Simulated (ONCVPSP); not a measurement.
**Scattering properties, ONCV potential for H**

```json
{
  "Element": "H (Z = 1)",
  "Generator": "ONCVPSP 4.0.1",
  "Type": "optimised norm-conserving Vanderbilt (ONCV)",
  "Functional": "PBEsol",
  "Relativity": "scalar-relativistic",
  "Frozen core": "none",
  "Valence charge": "1",
  "Reference configuration": "1s1",
  "Partial waves": "1s: rc 1.25 bohr, ncon 4, nbas 8, qcut 4.3 1/bohr, local; p scattering state at 0.33 Ha: rc 1.25 bohr, ncon 4, nbas 8, qcut 7.6 1/bohr, 2 projectors, debl 3.7 Ha",
  "Local potential": "the s channel",
  "Core correction": "none"
}
```

The phase is arctan(r·R′/R) of the radial function R(r), unwrapped; energies in Ha, scanned from -2 to 5 Ha. A pole is an energy at which the radial function vanishes at the test radius. The pseudo phase is shifted by a multiple of π to meet the all-electron one at the reference energy, and phase errors are pseudo minus all-electron; the curves can meet again beyond the range given. Levels narrower than the energy grid can be missing from the lists of poles.

```tsv
channel	radius (bohr)	reference energy (Ha)	poles, all-electron	poles, pseudo	unbroken range about the reference energy with phases within 0.05 rad	phase error 1 Ha above the reference energy (rad)
s	1.27	-0.23	1.32	1.41	below 2.2	+0.010
p	1.27	0.33	none	none	the whole range	-0.000
```

Phases in the s channel:

| E (Ha) | all-electron | pseudo |
| --- | --- | --- |
| -1.98 | 0.795 | 0.807 |
| -1.80 | 0.717 | 0.730 |
| -1.62 | 0.619 | 0.633 |
| -1.44 | 0.497 | 0.512 |
| -1.26 | 0.344 | 0.358 |
| -1.08 | 0.155 | 0.168 |
| -0.90 | -0.067 | -0.057 |
| -0.72 | -0.307 | -0.301 |
| -0.54 | -0.541 | -0.538 |
| -0.36 | -0.748 | -0.748 |
| -0.18 | -0.921 | -0.921 |
| 0.00 | -1.061 | -1.060 |
| 0.18 | -1.173 | -1.171 |
| 0.36 | -1.265 | -1.261 |
| 0.54 | -1.341 | -1.334 |
| 0.72 | -1.405 | -1.396 |
| 0.90 | -1.461 | -1.450 |
| 1.08 | -1.511 | -1.496 |
| 1.26 | -1.556 | -1.538 |
| 1.44 | -1.598 | -1.576 |
| 1.62 | -1.638 | -1.612 |
| 1.80 | -1.678 | -1.646 |
| 1.98 | -1.718 | -1.680 |
| 2.16 | -1.759 | -1.713 |
| 2.34 | -1.802 | -1.747 |
| 2.52 | -1.849 | -1.782 |
| 2.70 | -1.902 | -1.819 |
| 2.88 | -1.962 | -1.860 |
| 3.06 | -2.033 | -1.905 |
| 3.24 | -2.119 | -1.956 |
| 3.42 | -2.225 | -2.015 |
| 3.60 | -2.359 | -2.084 |
| 3.78 | -2.529 | -2.168 |
| 3.96 | -2.741 | -2.272 |
| 4.14 | -2.990 | -2.401 |
| 4.32 | -3.254 | -2.562 |
| 4.50 | -3.502 | -2.760 |
| 4.68 | -3.711 | -2.990 |
| 4.86 | -3.878 | -3.235 |
